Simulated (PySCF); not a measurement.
Species: C4H4F3O2 (doublet state).
Z-matrix (Å and degrees, GFN2-xTB geometry), rows numbered from 1:
```
O 
C   1  1.3476
O   2  1.3394  1  116.50
C   3  1.3323  2  124.26  1  -175.16
C   4  1.3502  3  127.75  2     1.62
C   5  1.4804  4  121.29  3  -179.85
F   6  1.3524  5  112.59  4   114.48
F   6  1.3416  5  113.74  4    -6.15
F   6  1.3494  5  112.36  4  -127.06
H   1  0.9673  2  109.28  3   -10.08
H   2  1.0720  1  116.26  3  -161.15
H   4  1.0808  3  110.84  2  -178.52
H   5  1.0750  4  124.42  3    -1.16
```

The hyperfine couplings belong to this conformer and change with its torsions.

As a line formula: `O[CH]O/C=C/C(F)(F)F` [radical].

Method used: UKS B3LYP, pcH-1 on C F H O, non-relativistic, mean-field spin-orbit, GIAO in PySCF 2.14.0. One conformer (not necessarily the lowest) at the GFN2-xTB geometry, without solvent, vibrations or thermal averaging. Couplings are sensitive to structure, and on GFN2-xTB geometries they can be far from those on DFT ones. The SCF solution wasn't tested for stability.

**Question.** What is the g tensor, term by term?

**Answer.** 
| Δg (ppm) | 1 | 2 | 3 |
| --- | --- | --- | --- |
| relativistic mass correction | -211 | -211 | -211 |
| gauge correction | 3 | 48 | 44 |
| orbital Zeeman/spin–orbit | -84 | 1053 | 1302 |
| total | -293 | 889 | 1135 |

So g = 2.00203, 2.00321, 2.00345 and g_iso = 2.00290; the tensor is rhombic: the two nearest values differ by 17 % of g3 − g1. Axes: g2 points within 5° of the C5–C6 bond and g3 points within 3° of the O1–H10 bond.

**Question.** What are the electron Larmor frequencies g μB B/h along the three axes at 350 mT?

**Answer.** 9.8073, 9.8131, 9.8143 GHz for g1, g2 and g3, a range of 7.0 MHz.

**Question.** At 9.408 GHz, how far is the centre of the isotropic spectrum from where a free electron (g = 2.002319) resonates?

**Answer.** B = hν/(g μB) with μB/h = 13.99624 MHz/mT gives 335.70 mT for the free electron and 335.60 mT at g_iso, 0.10 mT lower.

**Question.** Average each term over the three axes. Which is largest in size?

**Answer.** The orbital-Zeeman/spin–orbit term 757, the mass correction -211 and the gauge correction 32 ppm, for a total of 577 ppm. The orbital-Zeeman/spin–orbit term is the largest in size. The mass correction is the same along every axis, so the anisotropy comes from the other two: their spans along these axes are 45 (gauge) and 1387 ppm (orbital Zeeman/spin–orbit).

**Question.** In a frozen sample, at which fields do the three g values resonate at 9.5, 34, 94 and 263 GHz (hyperfine left aside), and which band first spreads them over more than twice a line width of 0.5 mT?

**Answer.** 
```
band    GHz  B(g3) mT  B(g2) mT  B(g1) mT  spread mT
   X    9.5    338.79    338.83    339.03       0.24
   Q   34.0   1212.52   1212.67   1213.38       0.87
   W   94.0   3352.25   3352.66   3354.64       2.39
   J  263.0   9379.18   9380.33   9385.87       6.69
```

The spread grows in proportion to the frequency. W band is the first where it exceeds 1.0 mT.

The largest Mulliken spin populations are on C2 (+0.80), O1 (+0.11) and C5 (+0.11). No atom but C2 exceeds +0.15. The angles at C2 add up to 357.0°, so it is nearly planar; its axial dipolar tensor and the negative coupling of its proton fit spin in a p orbital normal to that plane.

The HOMO–LUMO gaps are 4.27 eV among the α and 6.05 eV among the β orbitals.

Hardware: an Intel Xeon Platinum 8259CL at 2.50 GHz with one thread, no GPU, shared host. Cost: 83 s (with the writing of density and orbital grids), 1.0 GiB resident at most.
